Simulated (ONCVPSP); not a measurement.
# How hard is this gold ONCV potential?

```json
{
  "Element": "Au (Z = 79)",
  "Generator": "ONCVPSP 4.0.1",
  "Type": "optimised norm-conserving Vanderbilt (ONCV)",
  "Functional": "PBE",
  "Relativity": "fully relativistic",
  "Frozen core": "[Kr] 4d10 4f14",
  "Valence charge": "19",
  "Reference configuration": "5s2 5p6 5d10 6p1",
  "Partial waves": "5s: rc 1.30 bohr, ncon 4, nbas 7, qcut 7.2 1/bohr, 3 projectors, debl 1.6 Ha; 5p+6p: rc 1.50 bohr, ncon 4, nbas 8, qcut 9.4 1/bohr, 2 projectors; 5d: rc 1.40 bohr, ncon 4, nbas 8, qcut 7.9 1/bohr, 2 projectors, debl 2.5 Ha",
  "Local potential": "polynomial inside 0.90 bohr (lpopt 5, dvloc0 0 Ha)",
  "Core correction": "none"
}
```

Open shells are filled in proportion to 2j + 1.

In the s channel the program set the typed energies aside and used -4.052, 0.250, 1.850 Ha.

**Question.** For each optimised wave give the share of its norm inside rc, the residual kinetic energy above qcut (Ha) and the cutoffs (Ha) for errors of 10, 1, 0.1 and 0.01 mHa per electron.

**Answer.**

| wave | norm inside rc | residual KE | 10 mHa | 1 mHa | 0.1 mHa | 0.01 mHa |
| --- | --- | --- | --- | --- | --- | --- |
| 5s | 0.887 | 1.9e-03 | 21.5 | 37.4 | 72.8 | 104.9 |
| s projector 2 | 0.019 | 4.2e-04 | 15.7 | 23.5 | 42.4 | 83.3 |
| s projector 3 | 0.031 | 1.1e-03 | 19.2 | 26.4 | 48.3 | 84.7 |
| 5p j=3/2 | 0.858 | 1.2e-06 | 22.0 | 30.4 | 36.2 | 40.4 |
| 6p j=3/2 | 0.016 | 2.2e-07 | 7.2 | 20.1 | 30.2 | 36.7 |
| 5p j=1/2 | 0.916 | 9.9e-07 | 13.6 | 28.3 | 35.0 | 39.7 |
| 6p j=1/2 | 0.023 | 4.9e-07 | 9.4 | 14.1 | 30.5 | 37.4 |
| 5d j=5/2 | 0.444 | 1.8e-05 | 15.2 | 19.5 | 23.1 | 52.7 |
| d projector 2 j=5/2 | 0.076 | 1.2e-05 | 15.1 | 19.5 | 23.1 | 32.5 |
| 5d j=3/2 | 0.486 | 1.2e-05 | 16.4 | 21.0 | 24.7 | 36.8 |
| d projector 2 j=3/2 | 0.074 | 8.1e-06 | 15.7 | 20.6 | 24.5 | 28.8 |

The occupied waves need 37 Ha and 73 Ha for 1 and 0.1 mHa.
